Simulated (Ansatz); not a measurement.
Cost and result for the atomization energy of `[NH2][SnH2][Cl]` (7 atoms, 6 bonds).

Charge 0, multiplicity 1. Correlated methods include outer-core shells of Sn, which these sets cover unevenly. Sn: def2 effective core potential. The structure was optimised at the PBE0-D4/def2-TZVP level. It is one conformer, not always the lowest. Program: Ansatz. All runs use 2 threads of a server CPU on a shared host. Times are those of one run each, without the atoms' runs, and a repeat can differ threefold. Electronic energies, without spin–orbit coupling; frozen cores. CCSD(T)/CBS adds CCSD(T) − MP2 in def2-TZVPP to the MP2 limit, and its time is that of the two runs behind it. T1 = 0.012. With those shells the extrapolation isn't a true limit. B3LYP takes the VWN-RPA correlation (the form of Gaussian; ORCA's B3LYP/G). HSE06 is the plane-wave form, built on full-range PBE exchange.

CCSD(T)/CBS is a level of theory with its own doubt, some kJ/mol a heavy atom from the limit and from the frozen cores, so smaller differences don't rank the functionals.

```tsv
level	functions	wall time
LDA (SPW92)/def2-TZVPP	179	1.3 s
revPBE-D4/def2-TZVPP	179	1.8 s
CAM-B3LYP-D4/def2-TZVPP	179	2.8 s
CCSD(T)/def2-SVP	78	3 s
HSE06-D4/def2-TZVPP	179	3 s
B3LYP-D4/def2-TZVPP (with forces)	179	4 s
r2SCANh-D4/def2-TZVPP	179	4.3 s
PBE-QIDH/def2-TZVPP	179	4.8 s
B97M-V/def2-TZVPP	179	6.5 s
ωB97X-V/def2-TZVPP	179	6.5 s
MP2/def2-QZVPP	329	12 s
CCSD(T)/def2-TZVPP	179	51 s
CCSD(T)/CBS(def2)	–	63 s
```

Problem. What atomization energy does each give, and how far from CCSD(T)/CBS? (Best estimate.)

Solution. Ansatz gave: 
```tsv
level	atomization (kcal/mol)	difference from CCSD(T)/CBS	per bond
LDA (SPW92)/def2-TZVPP	526.0	62.3	10.4
revPBE-D4/def2-TZVPP	449.2	-14.5	-2.4
CAM-B3LYP-D4/def2-TZVPP	459.7	-4.0	-0.7
CCSD(T)/def2-SVP	415.0	-48.7	-8.1
HSE06-D4/def2-TZVPP	453.5	-10.2	-1.7
B3LYP-D4/def2-TZVPP (with forces)	456.7	-7.0	-1.2
r2SCANh-D4/def2-TZVPP	452.2	-11.5	-1.9
PBE-QIDH/def2-TZVPP	449.9	-13.8	-2.3
B97M-V/def2-TZVPP	466.8	3.1	0.5
ωB97X-V/def2-TZVPP	464.2	0.5	0.1
MP2/def2-QZVPP	455.4	-8.3	-1.4
CCSD(T)/def2-TZVPP	446.1	-17.6	-2.9
CCSD(T)/CBS(def2)	463.7	0.0	0.0
```

At CCSD(T), def2-SVP lies −48.7 kcal/mol from the extrapolated value and def2-TZVPP −17.7 kcal/mol: correlation converges slowly with the basis, and small sets miss more of it in the bonded molecule than in its fragments. The D4 term adds +5.2 kcal/mol with B3LYP and +2.7 kcal/mol with PBE0; it sums over pairs of atoms, weighted by their polarisabilities, and B3LYP, whose exchange is more repulsive, gets the larger term. In def2-TZVPP, CCSD(T) changes the Hartree–Fock value by +138.6 kcal/mol (the triples alone add +7.9 kcal/mol) and MP2 by +137.3 kcal/mol; breaking electron pairs costs correlation energy, which Hartree–Fock lacks.

Spin–orbit coupling would lower the free Sn atoms strongly, and the atomization energy with them, by more than many differences here. For some Ge, Se and Sn compounds the MP2-based and the directly extrapolated limit differ by 10 to 25 kJ/mol.
